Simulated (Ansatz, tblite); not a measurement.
Removing and adding an electron: InCl2(NH2) (InNCl2H2). Total charge 0; singlet. Geometry: PBE0-D4/def2-SVP. Ansatz, gas phase; energy differences of separate SCF runs; the oxidised species was run as a doublet alone; the reduced species was run as a doublet alone.

```xyz
6

In   -0.666   -0.233    0.256
Cl   -1.416   -2.418   -0.078
Cl   -2.079    1.175    1.468
N     1.005    0.457   -0.630
H     1.439    1.262   -0.184
H     1.716   -0.242   -0.832
```

In the def2 sets In takes a core potential; there is no spin–orbit coupling. The xTB rows come from tblite. HOMO above LUMO, or a gap near zero within one spin, warns that the state may not be the lowest or that an electron is smeared out.

| level | −HOMO (eV) | vertical IE (eV) | −LUMO (eV) | vertical EA (eV) | HOMO–LUMO gap (eV) | IE − EA (eV) | remarks |
| --- | --- | --- | --- | --- | --- | --- | --- |
| GFN1-xTB | 11.23 | 14.19 | 7.50 | 5.14 | 3.73 | 9.04 | – |
| GFN2-xTB | 11.39 | 14.45 | 8.68 | 5.98 | 2.71 | 8.47 | – |
| PBE-D4/def2-TZVP | 6.74 | 9.78 | 3.11 | – | 3.62 | – | gap within one spin near zero (+1 doublet) |
| PBE-D4/def2-TZVPD | 6.82 | – | 3.22 | 0.92 | 3.60 | – | HOMO above zero (-1 doublet) |
| r2SCAN-D4/def2-TZVP | 7.05 | 9.91 | 2.91 | – | 4.13 | – | – |
| r2SCAN-D4/def2-TZVPD | 7.10 | – | 2.98 | 0.80 | 4.12 | – | HOMO above zero (-1 doublet) |
| PBE0-D4/def2-TZVP | 8.11 | 10.09 | 2.24 | – | 5.87 | – | – |
| PBE0-D4/def2-TZVPD | 8.17 | – | 2.36 | 0.80 | 5.81 | – | HOMO above zero (-1 doublet) |

   A HOMO above zero means that the electron is unbound at that level or that self-interaction error raises the level; the energy of removing that electron tells which. Raw xTB energy differences between charge states are shifted by several eV; the methods need an empirical correction for them.
